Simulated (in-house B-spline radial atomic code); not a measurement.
## Two electrons outside the bare core: C4+

Computed with an all-electron radial atomic-structure program (B-spline basis): configuration interaction (CI) of the two electrons, alone and with Breit and QED terms (there is no core, so MBPT adds nothing); no-pair Dirac Hamiltonian, finite nucleus. Labels give the configuration (outer n counted up each series) and the leading LS term, or the jj pair where no LS term holds 70 %.

Command:
```bash
python run_mb.py task.json out
```
Settings (nuclear radius in fm, box in bohr, cutoff in hartree):
```
basis_form          3
Z                   6
core_configuration  
rms_radius          2.4702
mass_number         12
speed_of_light      137.036
box_radius          15.0
lmax                6
intervals           66
virtual_cutoff      300.0
```

Cost of the run: 90 s on 1 thread of Arm Neoverse N1, on a shared host.

Excitation energies (eV):

| level | purity of the LS term | CI alone | CI + MBPT + Breit + QED | Landé g of the LS mixture |
| --- | --- | --- | --- | --- |
| 1s2 1S0 | 1.0 | 0 | 0 | - |
| 1s2s 3S1 | 1.0 | 299.01 | 298.92 | 2.00 |
| 1s2s 1S0 | 1.0 | ? | ? | ? |
| 1s2p 3P°1 | 1.0 | 304.45 | 304.36 | 1.50 |
| 1s2p 3P°0 | 1.0 | 304.44 | 304.36 | - |
| 1s2p 3P°2 | 1.0 | 304.47 | 304.38 | 1.50 |
| 1s2p 1P°1 | 1.0 | 307.96 | 307.86 | 1.00 |
| 1s3s 3S1 | 1.0 | 352.12 | 352.02 | 2.00 |
| 1s3s 1S0 | 1.0 | 353.55 | 353.46 | - |
| 1s3p 3P°1 | 1.0 | 353.58 | 353.49 | 1.50 |
| 1s3p 3P°0 | 1.0 | 353.58 | 353.49 | - |
| 1s3p 3P°2 | 1.0 | 353.59 | 353.49 | 1.50 |
| 1s3d 3D2 | 0.995 | 354.31 | 354.22 | 1.17 |
| 1s3d 3D1 | 1.0 | 354.31 | 354.22 | 0.50 |
| 1s3d 3D3 | 1.0 | 354.32 | 354.22 | 1.33 |
| 1s3d 1D2 | 0.995 | ? | ? | ? |
| 1s3p 1P°1 | 1.0 | 354.57 | 354.48 | 1.00 |
| 1s4s 3S1 | 1.0 | 369.97 | 369.87 | 2.00 |
| 1s4s 1S0 | 1.0 | 370.55 | 370.46 | - |
| 1s4p 3P°1 | 1.0 | 370.56 | 370.47 | 1.50 |

Problem. Where does 1s3d 1D2 lie?

Solution. 354.34 eV in CI alone and 354.25 eV with all corrections; g = 1.00.

Problem. Where does 1s2s 1S0 lie?

Solution. 304.43 eV in CI alone and 304.35 eV with all corrections.

Problem. What is the first ionisation energy?

Solution. 392.05 eV to the 1s1/2 state of the next ion (392.14 eV from CI alone). NIST lists 392.09056 ± 4e-05 eV (tabulated theory).

Some electric-dipole lines (reduced elements in atomic units, length form; vacuum wavelengths from the computed energies):

```csv
upper,lower,D bare (size),D with core polarisation (size),λ (nm),A (s⁻¹)
1s2p 3P°1,1s2 1S0,0.00167,0.00167,4.0736,2.8e+07
1s2p 3P°1,1s2s 3S1,0.995,0.995,227.71,5.7e+07
1s2p 3P°0,1s2s 3S1,0.574,0.574,227.57,5.7e+07
1s2p 3P°2,1s2s 3S1,1.28,1.28,227.05,5.7e+07
1s2p 1P°1,1s2 1S0,0.293,0.293,4.0273,8.9e+11
1s2p 1P°1,1s2s 3S1,0.00581,0.00581,138.65,8.5e+03
1s3p 3P°1,1s2s 3S1,0.486,0.486,22.719,1.4e+10
1s3p 3P°0,1s2s 3S1,0.281,0.281,22.719,1.4e+10
1s3p 3P°2,1s2s 3S1,0.627,0.627,22.717,1.4e+10
1s3p 1P°1,1s2s 3S1,0.00262,0.00262,22.316,4.2e+05
```

Weak lines are less accurate than strong ones.
